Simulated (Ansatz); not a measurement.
The cluster FeF₂, relaxed as a quintet with UKS r2SCAN-D4/def2-TZVP in Ansatz, starting from the r2SCAN-D4/def2-TZVP geometry of the neutral singlet. Force threshold 0.02 eV/Å.

The structure comes from a short search, and lower isomers may exist.

Start:

```xyz
3

Fe    0.000    0.000    0.000
F     0.856    1.310   -0.659
F    -0.856   -1.310    0.659
```

(1) Estimate the energy that the relaxation releases and the steps that it takes.

(2) Does the start keep its bonding and symmetry?

(3) Predict the relaxed structure.

Results:

(1) 1.4 kcal/mol, in 4 steps; 59 s on 4 threads of AMD EPYC 7R43 on a shared host. No frequencies were taken in this run, so the end may be a saddle point.

(2) By distances, no bond broke or formed. The bond that changes most is Fe1–F2, from 1.70 to 1.74 Å (atoms count from 1). Point group D∞h at the start, D∞h at the end, both within 0.05 Å.

(3) 
Cartesian coordinates in Å:
```
Fe 0.0000 0.0000 0.0000
F 0.8791 1.3452 -0.6768
F -0.8791 -1.3451 0.6768
```
Bond lengths: 2 × F–Fe 1.74 Å.
